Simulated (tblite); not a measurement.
Species: C7H13NP (charge +1).
Structure used (GFN2-xTB), in Å, numbered top down from 1:
```xyz
22
C7H13NP angstrom
C     -2.978   -1.757    0.547
C     -2.267   -0.640    0.628
P     -0.844   -0.315   -0.408
C     -1.104    1.255   -1.311
C     -1.104    2.309   -0.319
N     -1.085    3.102    0.499
C      0.695   -0.253    0.549
C      1.916    0.061   -0.327
C      3.199   -0.100    0.479
H     -2.751   -2.540   -0.160
H     -3.824   -1.929    1.193
H     -2.495    0.147    1.340
H     -0.749   -1.309   -1.362
H     -2.066    1.233   -1.836
H     -0.299    1.423   -2.034
H      0.573    0.502    1.335
H      0.813   -1.227    1.038
H      1.854    1.086   -0.697
H      1.940   -0.614   -1.187
H      4.058    0.150   -0.136
H      3.195    0.560    1.343
H      3.314   -1.124    0.826
```

Method: GFN2-xTB as coded in tblite; computed harmonic values from a numerical Hessian at the method's own geometry, unscaled. Errors from tens to a few hundred cm⁻¹ against measured bands are possible. Modes of hydrogen on phosphorus can be 10 to 20 % off. One conformer, not necessarily the lowest.

Harmonic wavenumbers (cm⁻¹): 31.1, 51.0, 61.3, 70.7, 109.8, 120.3, 187.4, 221.8, 239.8, 259.3, 314.7, 368.5, 375.7, 480.8, 558.7, 678.9, 705.6, 749.1, 768.8, 780.3, 840.5, 843.7, 876.1, 919.4, 936.1, 972.2, 990.4, 999.4, 1013.8, 1033.5, 1076.4, 1092.9, 1160.3, 1191.7, 1203.2, 1211.8, 1252.9, 1315.9, 1344.7, 1370.3, 1393.9, 1421.5, 1474.8, 1488.0, 1488.7, 1635.5, 2390.4, 2413.9, 2916.5, 2928.4, 2930.4, 2934.8, 2957.9, 2985.0, 3014.4, 3051.6, 3054.7, 3064.8, 3089.3, 3124.4.

A = 1497, B = 954.5, C = 681.7 MHz; mass 142.079 u (most abundant isotopes); point group C1, symmetry number 1.

Task: Zero-point energy?

Result: Half the sum of the wavenumbers: 39269 cm⁻¹ = 112.28 kcal/mol.

Task: Entropy at 500 K, 1 bar (ideal gas, RRHO, classical rotation)?

Result: Translation 43.36, rotation 31.72, vibration 65.17: S = 140.3 cal/(mol K).

Task: And Cp and H(500 K) − H(0)?

Result: Cp = 65.78 cal/(mol K), of which vibrations give 57.83 (their classical limit is 60 R = 119.2); H(500 K) − H(0) = 19.59 kcal/mol without the zero-point energy, 15.61 from vibrations.

Task: How do the functions run with temperature in this model?

Result: 
```
T (K)  S (cal/(mol K))  Cp (cal/(mol K))  H − H(0) (kcal/mol)  G − H(0) (kcal/mol)  ln q(vib)
  100             76.9              23.4                 1.61                -6.08       3.27
  200             96.4              33.7                 4.47               -14.80       7.12
  300            112.1              45.1                 8.40               -25.24      10.60
  800            175.9              85.9                42.61               -98.15      26.08
 1000            196.1              94.9                60.73              -135.40      31.58
```

q(vib) and H(0) count from the zero-point level.

Task: Which modes carry the vibrational entropy at 500 K?

Result: 31.1 cm⁻¹: 6.78; 51.0 cm⁻¹: 5.80; 61.3 cm⁻¹: 5.44; 70.7 cm⁻¹: 5.15; 109.8 cm⁻¹: 4.29; 120.3 cm⁻¹: 4.11 cal/(mol K); the other 54 give 33.60 together.

Task: Blend soft modes into free rotors: weight 1/[1 + (100 cm⁻¹/ν̃)⁴] for the oscillator and the rest for a rotor with moment μB/(μ + B), μ = h/(8π²ν), B = 10⁻⁴⁴ kg m². What vibrational entropy results?

Result: 57.98 cal/(mol K) in place of 65.17, which changes −T·S at 500 K by +3.60 kcal/mol.

Task: What must be added to the electronic energy to get the Gibbs energy at 500 K and 1 bar?

Result: ZPE + [H(500 K) − H(0)] − T·S = 112.28 + 19.59 − 70.13 = 61.74 kcal/mol.

Hindered rotation and anharmonicity are outside this model. Other conformers, if any are populated, would add a mixing term that is left out. The structure is chiral; the term R ln 2 for an equal mix with its mirror image is left out.
